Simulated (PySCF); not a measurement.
## Radial density of Rh (rhodium, neutral)

UHF, [Kr] 4d7 5s2, high-spin 4F determinant (an excited configuration). Computed with PySCF 2.14 in aug-cc-pVTZ-DK (9s8p6d3f2g, 102 functions), with scalar relativity by spin-free X2C-1e.

```json
{"r (bohr)": "0.0268", "4πr²ρ (e/bohr)": "56.34", "4πr²(ρα − ρβ)": "-0.0011"}
{"r (bohr)": "0.0450", "4πr²ρ (e/bohr)": "48.56", "4πr²(ρα − ρβ)": "-0.0007"}
{"r (bohr)": "0.0757", "4πr²ρ (e/bohr)": "63.98", "4πr²(ρα − ρβ)": "0.0308"}
{"r (bohr)": "0.127", "4πr²ρ (e/bohr)": "65.65", "4πr²(ρα − ρβ)": "0.2166"}
{"r (bohr)": "0.214", "4πr²ρ (e/bohr)": "47.18", "4πr²(ρα − ρβ)": "0.5386"}
{"r (bohr)": "0.360", "4πr²ρ (e/bohr)": "52.88", "4πr²(ρα − ρβ)": "0.2127"}
{"r (bohr)": "0.606", "4πr²ρ (e/bohr)": "16.46", "4πr²(ρα − ρβ)": "0.3735"}
{"r (bohr)": "1.02", "4πr²ρ (e/bohr)": "15.13", "4πr²(ρα − ρβ)": "2.3076"}
{"r (bohr)": "1.72", "4πr²ρ (e/bohr)": "5.235", "4πr²(ρα − ρβ)": "1.4844"}
{"r (bohr)": "2.88", "4πr²ρ (e/bohr)": "1.205", "4πr²(ρα − ρβ)": "0.2008"}
{"r (bohr)": "4.85", "4πr²ρ (e/bohr)": "0.2413", "4πr²(ρα − ρβ)": "-0.0263"}
{"r (bohr)": "8.16", "4πr²ρ (e/bohr)": "0.009490", "4πr²(ρα − ρβ)": "-0.0033"}
{"r (bohr)": "13.7", "4πr²ρ (e/bohr)": "1.144e-05", "4πr²(ρα − ρβ)": "0.0000"}
```

Densities and radii are taken from the X2C orbitals without a picture-change correction, which distorts them close to the nucleus.

(1) Where is the radial spin density 4πr²(ρα − ρβ) most negative, and why is it negative at all?

Results:

(1) Around r = 4.85 bohr, down to -0.0263 e/bohr: exchange with the open shell polarises the paired shells in an unrestricted calculation.
